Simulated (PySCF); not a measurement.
Energy landscape of H3Si (cation, charge +1), singlet: umbrella (inversion) coordinate, bond length relaxed. Scanned: angle between the Si-H bonds and the threefold axis (90 = planar). Other coordinates (Si-H bond length) were minimised at B3LYP/def2-TZVP.

Levels of theory: RKS-M06-2X/6-31G* = PySCF 2.14.0 with restricted M06-2X/6-31G*, spherical d; PBE/cc-pVTZ (PySCF); RHF/cc-pVTZ (PySCF).

Energies in kJ/mol, each method relative to its own lowest point.

| a / ° | RKS-M06-2X/6-31G* | PBE | RHF |
|---|---|---|---|
| 90 | 0.0 | 0.0 | 0.0 |
| 93 | 2.1 | 1.9 | 2.3 |
| 96 | 8.2 | 7.7 | 9.3 |
| 99 | 18.6 | 17.3 | 21.0 |
| 102 | 33.1 | 30.8 | 37.5 |
| 105 | 52.0 | 48.3 | 58.8 |
| 108 | 75.2 | 69.9 | 85.0 |
| 111 | 103.0 | 95.7 | 116.4 |
| 114 | 135.6 | 125.8 | 153.0 |
| 117 | 173.0 | 160.5 | 195.0 |
| 120 | 215.6 | 199.9 | 242.8 |
| 123 | 263.6 | 244.4 | 296.5 |
| 126 | 317.5 | 294.3 | 356.5 |
| 129 | 377.8 | 349.9 | 423.3 |
| 132 | 445.0 | 411.8 | 497.2 |
